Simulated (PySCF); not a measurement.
## How methods differ on the ionisation energy of Pb²⁺

Pb²⁺ [Xe] 4f14 5d10 6s2 → Pb³⁺ [Xe] 4f14 5d10 6s1 [6s1/2^1, M_J = 1/2], as a difference of total energies. All numbers are calculated (PySCF 2.14, the two-component X2C-1e Hamiltonian, in x2c-TZVPPall-2c). Correlated levels: [Kr] 4d10 4f14 frozen; the 24 highest virtual spinors dropped. "Screened" scales the spin-orbit matrix elements by Boettger's factors to mimic the two-electron term; Breit and QED terms are absent.

```json
{"method": "GHF (spin-free)", "ionisation energy (eV)": "29.837"}
{"method": "GMP2 (spin-free)", "ionisation energy (eV)": "31.904"}
{"method": "GHF (screened spin-orbit)", "ionisation energy (eV)": "29.858"}
{"method": "GMP2 (screened spin-orbit)", "ionisation energy (eV)": "31.937"}
```

Errors of the correlated levels include the incompleteness of this basis and the frozen core.

Which method comes closest to the reference value, and which is furthest?

The reference is 31.937 eV (measured; NIST Atomic Spectra Database, ionization energies). Closest: GMP2 (screened spin-orbit) (error 0.000 eV); furthest: GHF (spin-free) (error -2.100 eV).
